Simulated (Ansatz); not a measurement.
Cost and result up the ladder for Ca₃Se₃ (6 atoms). The state is a singlet with charge 0. Geometry: PBE0-D4/def2-SVP.

Cartesian coordinates in Å:
```
Ca -1.075 0.592 0.393
Ca 2.398 1.251 0.809
Ca -0.428 -2.235 -1.670
Se 0.366 2.181 2.111
Se -2.616 -1.499 -0.504
Se 1.354 -0.289 -1.138
```

Ansatz; hardware A = 2 threads of AMD EPYC 7R13 on a shared host; B = 2 threads of AMD EPYC 7R13 on a shared host and a share (18 GiB) of an NVIDIA H100 80GB HBM3. Times are rough, and most runs start from the orbitals of an earlier one. PBE0-D4/def2-TZVP serves as the yardstick here, not as an exact answer. Differences are given only for rows in sets of like size (and for xTB, whose basis is part of the method), since another set adds its own error. Binding counts from free atoms at the same level (Ca singlet, Se triplet; other spins of the atoms weren't run), without zero-point energy or a counterpoise term.

Correlated methods freeze 42 core orbitals; core or outer-core shells of Ca, Se are correlated, in sets that lack core-valence functions. The rows differ in basis, and correlated rows in double-zeta sets carry the largest basis error. The structure comes from a short search, and lower isomers may exist.

Correlated methods converge slowly with the basis, most of all in double-zeta sets.

```
                             level  functions  wall time  binding energy per atom (eV)  difference from PBE0-D4/def2-TZVP (eV)
         LDA (SPW92)/def2-TZVP [A]        252      4.5 s                          3.46                                    0.43
PBE-D4/def2-TZVP (with forces) [A]        252      9.5 s                          3.09                                    0.07
              CCSD(T)/def2-SVP [B]        168       11 s                          2.53                                       –
           r2SCAN-D4/def2-TZVP [A]        252       17 s                          3.22                                    0.20
             PBE0-D4/def2-TZVP [A]        252       21 s                          3.03                                    0.00
            PBE-QIDH/def2-TZVP [A]        252       29 s                          2.93                                   -0.10
```
